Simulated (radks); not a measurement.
The numbers below are computed, except where a source is named.
Q: Coherent X-ray form factor from a spherical all-electron density. Level of theory: Dirac Kohn-Sham, PBE, spin-unpolarised, spherical densities, point nucleus (a radial shooting solver on a logarithmic mesh with Libxc functionals).

sin(theta)/lambda (1/angstrom)  f0 (electrons)
0.05                                    67.088
0.1                                     64.742
0.15                                    61.643
0.2                                     58.223
0.25                                    54.707
0.3                                     51.250
0.4                                     44.928
0.5                                     39.600
0.6                                     35.141
0.8                                     28.113
1                                       23.048
1.25                                    18.905
1.5                                     16.330
2                                       12.840

The species is in the configuration that NIST lists as its ground one. Which atom or ion scatters so?

A: The thulium ion Tm+, [Xe] 4f13 6s1. Extrapolating in s^2 from the first two rows gives f0(0) = 67.9, near the electron count 68; among species with that count, the fall with angle is slower the higher Z, and the table is that of Z = 69; from so few rows the species is fixed only to a neighbour or two.
